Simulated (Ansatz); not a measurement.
Consider the formal exchange of groups at a C–C bond: `CC1BB1F` + `C/C=C\CC` → `CC/C=C\CC` + `FB1BC1`.

Computed with Ansatz on PBE0-D4/def2-TZVP structures; ΔE is electronic, products minus reactants. CCSD(T)/CBS adds triple-zeta CCSD(T) − MP2 to the extrapolated MP2 energy (def2 sets, frozen cores). Double bonds are as drawn, so ΔE can hold a change between cis and trans. Functionals use def2-TZVPP. HSE06 is defined as in plane-wave codes. One conformer a species, not always the lowest.

| level | ΔE (kJ/mol) |
| --- | --- |
| LDA (SPW92) | 8.2 |
| PBE-D4 | 8.7 |
| BLYP-D4 | 6.9 |
| r2SCANh | 7.7 |
| HSE06 | 8.5 |
| HF/def2-SVP | 6.3 |
| CCSD(T)/def2-SVP | 4.7 |
| HF/def2-TZVPP | 4.8 |

Problem. What does CCSD(T)/CBS give? (Best estimate.)

Solution. The calculation gave: +4.1 kJ/mol. The listed levels differ from it by 4.1, 4.6, 2.8, 3.6, 4.4, 2.2, 0.6, 0.7 kJ/mol.

Largest T1 diagnostic among the species: 0.013.

Leaving LDA and LC-ωPBE aside and taking each functional with its dispersion term where it has one, the values, not all of them listed here, spread over 4.7 kJ/mol, from ωB97M-V to PBE-D4. From BLYP to BHLYP (50 % exact exchange), in def2-TZVPP and without D4, ΔE moves by −3.5 kJ/mol.
